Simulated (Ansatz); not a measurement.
Gas-phase reaction in SMILES: CC(C)CCO + H+ → CC(C)CC[OH2+] (at O, the best of the heteroatom sites tried; carbon was not tried)

Wanted: proton affinity (enthalpy at 298 K), in kcal/mol. Positive where the reaction releases energy. Terms: 6-311+G** with 5d; valence correlation only; no spin-orbit coupling; non-relativistic; LANL2DZ all-electron up to Ne; dispersion terms only where a functional's name holds one; six Cartesian d functions in 6-31G* and its kin unless marked 5d. Basis-set limits of correlation are two-point, X^-3; Hartree-Fock from the larger set. The bracket is a focal-point correction in the basis named. Ab initio and DFT rows: single points at B3LYP-D3(BJ) geometries (Ansatz, a program for electronic structure), with unscaled harmonic terms from B3LYP/6-31G* (Ansatz) at its own minima.

Coupled cluster (Ansatz) is a level with limits of its own, used here on species with T1 under 0.025 (0.045 for open shells) and stable references: RI-MP2/CBS(cc-pVTZ,cc-pVQZ)+[CCSD(T)-MP2]/cc-pVTZ.

Value to compare with, RI-MP2/CBS(cc-pVTZ,cc-pVQZ)+[CCSD(T)-MP2]/cc-pVTZ (Ansatz): 189.1 kcal/mol.

| level | program | proton affinity (enthalpy at 298 K) (kcal/mol) | difference |
|---|---|---|---|
| B3LYP/STO-3G | Ansatz | 240.7 | 51.6 |
| B3LYP/3-21G | Ansatz | 202.7 | 13.6 |
| B3LYP/LANL2DZ | Ansatz | 194.4 | 5.3 |
| B3LYP/6-31G | Ansatz | 195.5 | 6.4 |
| B3LYP/6-31G* | Ansatz | 191.8 | 2.7 |
| B3LYP/6-31+G* | Ansatz | 186.7 | -2.4 |
| B3LYP/6-31G** | Ansatz | 195.0 | 5.9 |
| B3LYP/def2-SVP | Ansatz | 191.9 | 2.8 |
| B3LYP/cc-pVDZ | Ansatz | 192.8 | 3.7 |
| B3LYP/6-311+G** | Ansatz | 189.5 | 0.4 |
| B3LYP/def2-TZVPD | Ansatz | 189.2 | 0.1 |

Among the 10 habitual levels, B3LYP/STO-3G lies farthest from RI-MP2/CBS(cc-pVTZ,cc-pVQZ)+[CCSD(T)-MP2]/cc-pVTZ (Ansatz) (51.6 kcal/mol) and B3LYP/6-311+G** nearest (0.4); 9 of 10 lie above it, and their mean absolute difference is 9.5 kcal/mol, the median 4.5. One case shows no general order.

The sets are all those run for this method; left out are runs that failed, that the program found above a lower state of the same kind, or whose <S^2> lies over 0.5 above the pure value.
